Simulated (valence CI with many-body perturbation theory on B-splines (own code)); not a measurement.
# Ce36+ in brief

Level of theory: valence CI with perturbative core correlation (CI+MBPT): four valence electrons over a frozen Dirac-Fock core [Ar], radial functions for each j: 9 s, 9 p, 10 d, 8 f, 5 g, 3 h, 1 i, with the one-electron correlation potential Σ1 (screened to all orders), the two-electron term Σ2, the three-electron term Σ3, Breit, model QED; selected single and double excitations, second order for the rest (own B-spline code, finite nucleus).

The last digits are not significant, and no measured levels were compared; by estimate large intervals hold to a few tenths of a per cent, small ones and those within an open d or f shell to about a per cent. Only levels of the ground parity were solved; by the run's estimate the other parity begins above the list, which can be wrong where configurations are misplaced.

Levels are named by their leading jj configuration (3d3/2^4 stands for four electrons in 3d with j = 3/2), which in mixed levels can hold well under half, so a name can repeat and another be missing.

Rates and lifetimes use the calculated energies. Strong lines usually hold to 10 to 20 %, long lifetimes can be off by a factor of two.

(1) What is the ground level?

(2) What is the ionisation energy?

(3) Name the longest-lived excited levels whose lifetime is computed, and their main decay.

(4) How well does LS coupling describe the low levels?

Answers

(1) (3d3/2^4) J=0, composition 54 % 3d⁴ ³P + 36 % 3d⁴ ⁵D + 10 % 3d⁴ ¹S.

(2) 2501.1 eV; NIST lists 2500 ± 5 eV (theoretical).

(3) (3d3/2^2 3d5/2^2) J=6 at 386730 cm⁻¹ lives 20.9 ms, mostly by M1 to (3d3/2^2 3d5/2^2) J=5. The lifetime of (3d3/2^3 3d5/2) J=4 is too uncertain to give, and may be longer.

(4) Among the lowest 20 levels the leading LS term, summed over configurations, holds 51 % on average. For single configurations the figures are 51 % in LS and 86 % in jj coupling. Terms mix most in the J = 4 level at 202130 cm⁻¹, where the leading one holds 31 %.
